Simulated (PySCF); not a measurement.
# Relaxation of singlet TaNCl₂

Method: B3LYP in PySCF with Ta def2-SVP with ECP60, N def2-SVP, Cl def2-SVP; scalar-relativistic core potentials, no spin–orbit coupling; density-fitted integrals. A (50,194) grid was used.

A hand-made T-shaped (ligand arrangement 1) start, of Cs symmetry, held to at least that symmetry:

Coordinates in bohr (charge 0 multiplicity 1):
```
Ta   -0.4251    0.0000   -0.6390
N    -3.9379    0.0000   -0.5164
Cl   -0.4251    0.0000    3.9908
Cl    4.2019    0.0000   -0.4774
```

Optimiser trace:
```csv
step,E − E(last) (kJ/mol),largest gradient (Eh/bohr)
0,255.37,0.12594
1,152.61,0.05190
2,107.78,0.01893
3,76.85,0.05344
4,45.39,0.02935
5,14.09,0.01704
6,8.55,0.03008
7,2.29,0.01661
8,1.27,0.00955
9,0.75,0.00595
10,0.18,0.00365
11,0.03,0.00213
12,0.00,0.00045
13,0.00,0.00006
```

It ends at C2v with Ta–Cl 2.359 Å (×2), Ta–N 1.685 Å; Cl–Ta–Cl 137.4°, Cl–Ta–N 111.3° (×2) (after a last refinement on a finer grid). The frequency run here used a shortcut that can spoil soft modes, so no verdict on minimum or saddle point is given.

No spin–orbit coupling is included, which matters more the heavier the element.
